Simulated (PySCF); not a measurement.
**Solvent effects on NMR parameters**

Mapped SMILES: `[N:1]#[C:2][C@@H:3]1[CH2:4][CH:5]=[CH:6][CH2:7][CH2:8]1` (H(Xn): hydrogen on atom n). Ha(C4), Ha(C7), Ha(C8) are cis to C2 on the ring; Hb(C4), Hb(C7), Hb(C8) are trans to C2 on the ring.

GIAO PBE0/pcSseg-1 in PySCF 2.14.0 with density-fitted response routines on one PBE0-D3(BJ)/def2-SVP conformer, non-relativistic, equivalent nuclei averaged. Solvents enter as an IEF-PCM continuum (chloroform with ε = 4.7, acetone with ε = 20.5) around the gas-phase geometry. Shifts are referred to TMS computed in the same medium.

In chloroform, δ in ppm: C6 137.2, C5 133.8, C2 132.9, C4 31.6, C8 28.4, C7 27.7, C3 25.7, H(C6) 6.04, H(C5) 5.95, H(C3) 2.42, Hb(C4) 2.33, Ha(C4) 2.27, Hb(C7) 2.17, Ha(C7) 2.13. Dipole moment 4.90 D.

**Question.** How does each δ change in the more polar medium?

**Answer.** 
```tsv
atoms	environment	Δδ, acetone
C6	alkene CH	+0.5
C5	alkene CH	+0.2
C2	nitrile carbon	+1.7
C4	allylic sp3 CH2	0.0
C8	sp3 CH2 in a ring	+0.1
C7	allylic sp3 CH2	+0.2
C3	sp3 CH α to a nitrile	+0.2
H(C6)	hydrogen on an alkene CH	+0.03
H(C5)	hydrogen on an alkene CH	+0.03
H(C3)	hydrogen on an sp3 CH α to a nitrile	+0.11
Hb(C4)	hydrogen on an allylic sp3 CH2	+0.03
Ha(C4)	hydrogen on an allylic sp3 CH2	+0.01
Hb(C7)	hydrogen on an allylic sp3 CH2	+0.03
Ha(C7)	hydrogen on an allylic sp3 CH2	+0.02
```

Changes are relative to chloroform. The dipole moment becomes 5.12 D in acetone.

**Question.** Which nuclei move most (in ppm), and what does the model miss?

**Answer.** C2 (nitrile carbon, +1.7 ppm) in acetone. A continuum only polarises the solute; specific hydrogen bonds, the anisotropy of aromatic solvents and changes of geometry or conformer are outside it.
